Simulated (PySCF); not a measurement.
A GIAO shielding run with PySCF (density fitting, non-relativistic, gas phase) on `FC[C@@H]1C[Si@H](C[SiH3])O[SiH2]1`, C4H13FOSi3:

```
{"job": {"kind": "nmr", "xc": "PBE0", "basis": "pcSseg-1"}, "charge": 0, "multiplicity": 1}
F     -3.758925     0.899363    -0.558764
C     -2.676154     1.010634     0.287509
C     -1.800166    -0.226365     0.194243
C     -0.570741    -0.113651     1.105953
Si     0.745488    -1.307300     0.407102
C      2.512929    -0.640369     0.431554
Si     2.771645     1.039344    -0.420981
O      0.221032    -1.377110    -1.149049
Si    -1.173426    -0.633231    -1.570938
H     -2.134446     1.910142    -0.024140
H     -3.085402     1.159088     1.294406
H     -2.401002    -1.076897     0.535716
H     -0.190212     0.909635     1.064611
H     -0.840069    -0.303316     2.145013
H      0.611498    -2.668596     0.935234
H      2.847533    -0.582734     1.465711
H      3.152248    -1.377616    -0.051177
H      2.105017     2.097991     0.349679
H      4.209781     1.334963    -0.445819
H      2.257446     1.027657    -1.789670
H     -0.830033     0.557742    -2.341273
H     -1.984451    -1.619989    -2.266554
```

Hardware: 1 thread of an Arm Neoverse V1, shared host. The job also computes population analyses, field gradients, ring-centre shieldings.

**Question.** How large is the calculation?

**Answer.** 96 electrons, 239 basis functions and 1311 auxiliary functions.

**Question.** How long does it take?

**Answer.** 58 s of wall time, with 14 SCF cycles and 4 response iterations. Times on a shared host scatter by some tens of per cent.
